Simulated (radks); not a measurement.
Coulomb parameter of the 5d shell of neutral osmium in the model configuration [Xe] 4f14 5d6.5 6s1.5, as a second difference U = [E(n + 0.25) + E(n - 0.25) - 2 E(n)] / (0.25)^2 with all orbitals relaxed. "Bare": the charge of the atom changes with n. "Screened": the 6s shell takes up the change at fixed total charge, which measures U(5d,5d) + U(6s,6s) - 2 U(5d,6s). Calculated with a radial shooting solver on a logarithmic mesh with Libxc functionals: scalar-relativistic Kohn-Sham, r2SCAN, spin-unpolarised, spherical densities, finite nucleus; meta-GGA in the generalised Kohn-Sham scheme; Fermi nuclear charge, rms radius 5.4126 fm.

| case | configuration | E - E(n) (eV) |
|---|---|---|
| start | [Xe] 4f14 5d6.5 6s1.5 | 0.000 |
| bare +0.25 | [Xe] 4f14 5d6.75 6s1.5 | -1.118 |
| bare -0.25 | [Xe] 4f14 5d6.25 6s1.5 | 1.668 |
| screened +0.25 | [Xe] 4f14 5d6.75 6s1.25 | 0.099 |
| screened -0.25 | [Xe] 4f14 5d6.25 6s1.75 | -0.056 |

U(bare) = 8.793 eV, U(screened by 6s) = 0.678 eV, against the Slater integral F0(5d,5d) = 13.498 eV with frozen orbitals. The step up makes a negative ion, whose loosely bound charge lowers the bare value.
